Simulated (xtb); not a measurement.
xtb input (GFN2-xTB):

```bash
xtb mol.xyz --gfn 2 --ohess tight --chrg -1 --uhf 0
```
mol.xyz:
```
13

C     -2.08679783     1.58880094     0.25146929
Si    -0.94832097     0.48258703     1.02690308
C     -1.40158896    -1.30749528     1.20078490
Si     1.30865757     0.25945267     0.08642972
Cl     1.25039315    -0.75493551    -1.81719472
H     -2.52796203     1.28633928    -0.71459119
H     -2.06484880     2.66001089     0.42054404
H     -0.51358588     0.96091627     2.42276753
H     -1.54802199    -1.75631839     0.19587487
H     -0.64006572    -1.90744035     1.68198102
H     -2.32568633    -1.42292803     1.76477017
H      2.00121179     1.57523136    -0.23907135
H      2.45802666    -0.50476769     0.75998499
```

Output:

```
           -------------------------------------------------
          |                Calculation Setup                |
           -------------------------------------------------

           -------------------------------------------------
          |                 G F N 2 - x T B                 |
           -------------------------------------------------

        Reference                      10.1021/acs.jctc.8b01176
      * Hamiltonian:
        H0-scaling (s, p, d)           1.850000    2.230000    2.230000
        zeta-weighting                 0.500000
      * Dispersion:
        s8                             2.700000
        a1                             0.520000
        a2                             5.000000
        s9                             5.000000
      * Repulsion:
        kExp                           1.500000    1.000000
        rExp                           1.000000
      * Coulomb:
        alpha                          2.000000
        third order                    shell-resolved
        anisotropic                    true
        a3                             3.000000
        a5                             4.000000
        cn-shift                       1.200000
        cn-exp                         4.000000
        max-rad                        5.000000

          ...................................................
          :                      SETUP                      :
          :.................................................:
          :  # basis functions                  46          :
          :  # atomic orbitals                  43          :
          :  # shells                           21          :
          :  # electrons                        32          :
          :  max. iterations                   250          :
          :  Hamiltonian                  GFN2-xTB          :
          :  restarted?                      false          :
          :  GBSA solvation                  false          :
          :  PC potential                    false          :
          :  electronic temp.          300.0000000     K    :
          :  accuracy                    1.0000000          :
          :  -> integral cutoff          0.2500000E+02      :
          :  -> integral neglect         0.1000000E-07      :
          :  -> SCF convergence          0.1000000E-05 Eh   :
          :  -> wf. convergence          0.1000000E-03 e    :
          :  Broyden damping             0.4000000          :
          :  net charge                         -1          :
          :  unpaired electrons                  0          :
          ...................................................

 iter      E             dE          RMSdq      gap      omega  full diag
   1    -16.5212914 -0.165213E+02  0.791E+00    3.03       0.0  T
   2    -16.6002876 -0.789961E-01  0.663E+00    0.92       1.0  T
   3    -16.6531641 -0.528766E-01  0.374E+00    2.74       1.0  T
   4    -16.6667611 -0.135970E-01  0.250E+00    1.67       1.0  T
   5    -16.6775649 -0.108038E-01  0.109E+00    1.67       1.0  T
   6    -16.6806715 -0.310663E-02  0.526E-01    2.04       1.0  T
[...]
   1 H    6 C           5     1.0901532     1.0944763     1.0860114
   1 H   14 Si          3     1.4959405     1.5132400     1.4841050
   6 C   14 Si          2     1.8609849     1.9163213     1.8056486
  14 Si  14 Si          1     2.3648638     2.3648638     2.3648638
  14 Si  17 Cl          1     2.1212603     2.1212603     2.1212603

           -------------------------------------------------
          |               Frequency Printout                |
           -------------------------------------------------
 projected vibrational frequencies (cm⁻¹)
eigval :       -0.00    -0.00     0.00     0.00     0.00     0.00
eigval :       34.51    63.70    94.97   126.59   201.53   239.86
eigval :      272.59   320.20   327.74   407.08   626.83   636.76
eigval :      682.28   694.07   707.68   736.75   802.20   824.07
eigval :      874.55   904.61   961.59  1377.02  1475.00  1535.75
eigval :     1544.65  1776.68  1963.24  2054.09  2892.34  2896.25
eigval :     2988.58  3008.23  3029.81
 reduced masses (amu)
   1: 14.10   2: 28.69   3: 21.86   4: 23.33   5: 20.03   6: 29.32   7: 17.82   8: 24.26
   9:  2.01  10: 11.35  11: 11.50  12: 20.47  13:  7.96  14: 14.23  15: 17.15  16: 27.54
  17:  1.94  18:  2.14  19:  9.75  20:  7.41  21:  2.72  22:  2.81  23:  3.17  24:  3.85
  25:  4.59  26:  2.15  27: 16.03  28:  3.03  29:  2.53  30:  1.63  31:  1.62  32:  1.76
  33:  1.99  34:  1.70  35:  1.78  36:  1.76  37:  1.84  38:  1.78  39:  1.54
Molecule has no symmetry elements
It seems to be the C1 point group
 IR intensities (km·mol⁻¹)
   1:  2.61   2:  2.96   3:  7.11   4:  6.06   5:  7.15   6:  0.78   7:  2.03   8:  1.82
   9:  0.16  10:  4.37  11:  6.46  12: 19.98  13: 20.15  14: 66.85  15:  8.60  16: 13.05
  17: 55.52  18: 26.59  19: 20.20  20: 87.19  21:196.50  22:480.57  23: 88.75  24:149.49
  25: 59.54  26:298.43  27: 97.28  28:  0.25  29:  5.43  30:  5.86  31:  1.98  32:694.87
  33:636.99  34:295.48  35:199.75  36:117.83  37: 91.44  38: 87.14  39: 75.68
 Raman intensities (Ä⁴*amu⁻¹)
   1:  0.00   2:  0.00   3:  0.00   4:  0.00   5:  0.00   6:  0.00   7:  0.00   8:  0.00
   9:  0.00  10:  0.00  11:  0.00  12:  0.00  13:  0.00  14:  0.00  15:  0.00  16:  0.00
  17:  0.00  18:  0.00  19:  0.00  20:  0.00  21:  0.00  22:  0.00  23:  0.00  24:  0.00
  25:  0.00  26:  0.00  27:  0.00  28:  0.00  29:  0.00  30:  0.00  31:  0.00  32:  0.00
  33:  0.00  34:  0.00  35:  0.00  36:  0.00  37:  0.00  38:  0.00  39:  0.00
 output can be read by thermo (or use thermo option).
 writing <g98.out> molden fake output.
 recommended (thermochemical) frequency scaling factor: 1.0
           -------------------------------------------------
          |             Thermodynamic Functions             |
           -------------------------------------------------

c1  symmetry found (for desy threshold:  0.10E+00) used in thermo

          ...................................................
          :                      SETUP                      :
          :.................................................:
          :  # frequencies                          33      :
          :  # imaginary freq.                       0      :
          :  linear?                             false      :
          :  only rotor calc.                    false      :
          :  symmetry                               c1      :
          :  rotational number                       1      :
          :  scaling factor                  1.0000000      :
          :  rotor cutoff                   50.0000000 cm⁻¹ :
          :  imag. cutoff                  -20.0000000 cm⁻¹ :
          :.................................................:

    mode    ω/cm⁻¹     T·S(HO)/kcal·mol⁻¹    T·S(FR)/kcal·mol⁻¹   T·S(vib)
   ------------------------------------------------------------------------
       1     34.51    -1.65528 ( 18.49%)    -1.16600 ( 81.51%)    -1.25647
       2     63.70    -1.29372 ( 72.48%)    -0.98459 ( 27.52%)    -1.20866
       3     94.97    -1.05992 ( 92.87%)    -0.86635 (  7.13%)    -1.04611
       4    126.59    -0.89362 ( 97.62%)    -0.78125 (  2.38%)    -0.89095
       5    201.53    -0.63180 ( 99.62%)    -0.64354 (  0.38%)    -0.63184
       6    239.86    -0.53783 ( 99.81%)    -0.59197 (  0.19%)    -0.53793
       7    272.59    -0.47100 ( 99.89%)    -0.55409 (  0.11%)    -0.47109
   ------------------------------------------------------------------------

   temp. (K)  partition function   enthalpy   heat capacity  entropy
                                   cal/mol     cal/K/mol   cal/K/mol   J/K/mol
 298.15  VIB  0.120E+04             4243.502     25.011     26.641
         ROT  0.410E+06              888.752      2.981     28.666
         INT  0.491E+09             5132.254     27.992     55.307
         TR   0.133E+28             1481.254      4.968     40.334
         TOT                        6613.5079    32.9599    95.6411   400.1626

       T/K    H(0)-H(T)+PV         H(T)/Eh          T*S/Eh         G(T)/Eh
   ------------------------------------------------------------------------
    298.15    0.105393E-01    0.950179E-01    0.454422E-01    0.495757E-01
   ------------------------------------------------------------------------

         :::::::::::::::::::::::::::::::::::::::::::::::::::::
         ::                  THERMODYNAMIC                  ::
         :::::::::::::::::::::::::::::::::::::::::::::::::::::
         :: total free energy         -16.494186489779 Eh   ::
         ::.................................................::
         :: total energy              -16.543762150945 Eh   ::
Note: The following floating-point exceptions are signalling: IEEE_UNDERFLOW_FLAG IEEE_DENORMAL
normal termination of xtb
         :: zero point energy           0.084478561155 Eh   ::
         :: G(RRHO) w/o ZPVE           -0.034902899989 Eh   ::
         :: G(RRHO) contrib.            0.049575661166 Eh   ::
         :::::::::::::::::::::::::::::::::::::::::::::::::::::

optimized geometry written to: xtbopt.xyz

           -------------------------------------------------
          | TOTAL ENERGY              -16.543762150945 Eh   |
          | TOTAL ENTHALPY            -16.448744294114 Eh   |
          | TOTAL FREE ENERGY         -16.494186489779 Eh   |
          | GRADIENT NORM               0.000105786412 Eh/α |
          | HOMO-LUMO GAP               2.271449138858 eV   |
           -------------------------------------------------

------------------------------------------------------------------------
------------------------------------------------------------------------
 total:
 SCF:
 ANC optimizer:
 analytical hessian:
```

It need not be the lowest isomer of its formula. Whether it binds its extra electron was not tested at this geometry.
